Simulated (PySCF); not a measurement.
A structure optimised at PBE0-D3(BJ)/def2-SVP, used in a PySCF frequency run:

```
N
C 1 1.4620
H 2 1.1005 1 110.87
H 2 1.1057 3 107.25 1 122.54
H 2 1.1057 3 107.25 4 114.93
Si 1 1.7355 2 116.78 3 180.00
Al 1 1.7876 2 119.30 3 0.00
O 7 1.6969 1 124.44 2 180.00
H 8 0.9576 7 125.86 1 0.00
O 7 1.6979 8 119.89 9 180.00
H 10 0.9576 7 124.16 8 0.00
H 6 1.4973 1 107.50 2 -180.00
H 6 1.4993 12 108.79 9 121.90
H 6 1.4993 12 108.79 13 116.19
```
Charge 0, spin multiplicity 1.

### Question
Write its SMILES, formula and point group.

### Answer
C[N]([SiH3])[Al]([OH])[OH], CH8AlNO2Si, Cs

### Question
What are its rotational constants (standard atomic weights)?

### Answer
3.2273, 1.5994, 1.0903 GHz
